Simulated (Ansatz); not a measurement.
Basis-set series for C₄H₂F₈ (`FCC(F)(C(F)(F)F)C(F)(F)F`). Charge 0, multiplicity 1. The structure was optimised at the PBE0-D4/def2-TZVP level. It is one conformer, not always the lowest.

| functional | basis | functions | energy (Eh) | HOMO (eV) | LUMO (eV) |
| --- | --- | --- | --- | --- | --- |
| PBE0-D4 | def2-SVP | 178 | -950.73822 | -10.33 | 1.14 |
| PBE0-D4 | def2-TZVPP | 400 | -951.87458 | -10.48 | 0.75 |
| ωB97M-V | def2-SVP | 178 | -951.41179 | -12.71 | 3.41 |
| ωB97M-V | def2-TZVPP | 400 | -952.57112 | -12.89 | 2.69 |

Q: Give the rows for def2-QZVPP. (Estimate.)

A: Computed: 
| functional | basis | functions | energy (Eh) | HOMO (eV) | LUMO (eV) |
| --- | --- | --- | --- | --- | --- |
| PBE0-D4 | def2-QZVPP | 744 | -951.92138 | -10.53 | 0.54 |
| ωB97M-V | def2-QZVPP | 744 | -952.61493 | -12.94 | 1.87 |

Positive LUMOs are unbound and depend on the basis.
